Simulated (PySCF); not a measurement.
H8NPSSi2.
Z-matrix (Å and degrees, PBE0-D3(BJ)/def2-SVP geometry), rows numbered from 1:
```
N 
Si  1  1.7239
S   2  2.1519  1  112.25
Si  3  2.1555  2   98.98  1    56.03
P   4  2.2584  3  115.73  2   -85.69
H   1  1.0124  2  121.08  3  -134.50
H   1  1.0131  2  122.60  3    69.21
H   2  1.4930  1  115.00  3  -116.76
H   2  1.4914  1  105.21  3   121.33
H   4  1.4917  3  105.90  2   154.14
H   4  1.4953  3  109.53  2    36.16
H   5  1.4278  4   91.46  3    52.12
H   5  1.4286  4   93.19  3   -41.70
```

Level of theory: PySCF 2.14.0, PBE0-D3(BJ)/def2-SVP geometry optimisation, gas phase.

Take the most abundant isotopes and a rigid rotor. The values belong to one conformer with, in the numbering `[NH2:1][SiH2:2][S:3][SiH2:4][PH2:5]`, H–N1–Si2–S3 -135° and 69°, N1–Si2–S3–Si4 56°, Si2–S3–Si4–P5 -86°, S3–Si4–P5–H 52° and -42°.

Question: What are A, B and C (GHz)?

Answer: Ia = 191.62, Ib = 431.05, Ic = 552.98 u·Å²; 505379 MHz·u·Å²/I gives 2637, 1172 and 913.9 MHz, that is A = 2.6374, B = 1.1724, C = 0.9139 GHz.

Question: What kind of rotor is it?

Answer: An asymmetric top. Ray's parameter κ = (2B − A − C)/(A − C) = -0.700; −1 is the prolate and +1 the oblate limit.

Question: Is it planar, by Δ = Ic − Ia − Ib?

Answer: Not planar: Δ = Ic − Ia − Ib = -69.69 u·Å². For a rigid frame Δ = −2 Σ m c², so Σ m c² = 34.84 u·Å² lies off the ab plane: 11.66 from hydrogen and 23.18 from heavier atoms. The atom farthest from that plane is 1.99 Å away.

Question: Give the coordinates in the principal-axis frame, origin at the centre of mass.

Answer: The sense of each axis is arbitrary; atoms in the order of the calculation.
| atom | mass (u) | a (Å) | b (Å) | c (Å) |
| --- | --- | --- | --- | --- |
| N1 | 14.003 | 1.339 | 1.883 | 0.011 |
| Si2 | 27.977 | 2.041 | 0.321 | -0.184 |
| S3 | 31.972 | 0.757 | -1.246 | 0.541 |
| Si4 | 27.977 | -0.998 | -0.814 | -0.634 |
| P5 | 30.974 | -2.400 | 0.732 | 0.230 |
| H6 | 1.008 | 1.360 | 2.563 | -0.739 |
| H7 | 1.008 | 1.205 | 2.312 | 0.919 |
| H8 | 1.008 | 3.299 | 0.093 | 0.587 |
| H9 | 1.008 | 2.292 | 0.185 | -1.648 |
| H10 | 1.008 | -1.736 | -2.104 | -0.756 |
| H11 | 1.008 | -0.587 | -0.343 | -1.992 |
| H12 | 1.008 | -1.330 | 1.663 | 0.395 |
| H13 | 1.008 | -2.279 | 0.216 | 1.557 |

Question: Where do the levels up to J = 2 lie, in MHz?

Answer: Above 0(0,0):
J = 1: 1(0,1) 2086, 1(1,1) 3551, 1(1,0) 3810
J = 2: 2(0,2) 6228, 2(1,2) 7466, 2(1,1) 8241, 2(2,1) 12636, 2(2,0) 12667
Those of J = 1 are B + C, A + C and A + B.

Question: Which types of transition are allowed, and where do some lines up to J = 2 fall?

Answer: The dipole components are |μa| = 0.97 D, |μb| = 2.37 D, |μc| = 0.10 D. Intensities carry the squares of the components, which stand as 0.17 : 1.00 : 0.00 (a : b : c). Some lines, for components of 0.1 D or more:

```csv
type,branch,"J(Ka,Kc)",MHz,lower level (cm⁻¹)
a,Q,"2(1,1) ← 2(1,2)",776,0.249
b,Q,"1(1,0) ← 1(0,1)",1723,0.070
b,Q,"2(1,1) ← 2(0,2)",2013,0.208
a,R,"1(0,1) ← 0(0,0)",2086,0.000
b,R,"1(1,1) ← 0(0,0)",3551,0.000
a,R,"2(1,2) ← 1(1,1)",3914,0.118
a,R,"2(0,2) ← 1(0,1)",4141,0.070
b,Q,"2(2,0) ← 2(1,1)",4426,0.275
a,R,"2(1,1) ← 1(1,0)",4431,0.127
b,Q,"2(2,1) ← 2(1,2)",5170,0.249
b,R,"2(1,2) ← 1(0,1)",5379,0.070
```

Question: Estimate the classical rotational partition function at 10 K, 200 K and 500 K.

Answer: Point group C1, symmetry number σ = 1; q = (√π/σ)·√((kT/h)³/(ABC)), k/h = 20836.6 MHz/K: 3170 at 10 K, 284000 at 200 K, 1120000 at 500 K.

Whether it is a minimum is left open (no frequencies). Zero-point vibration and centrifugal distortion are left out. A rigid rotor knows nothing of inversion at nitrogen, which can split or shift real lines. Quadrupole hyperfine structure (14N) is left out.
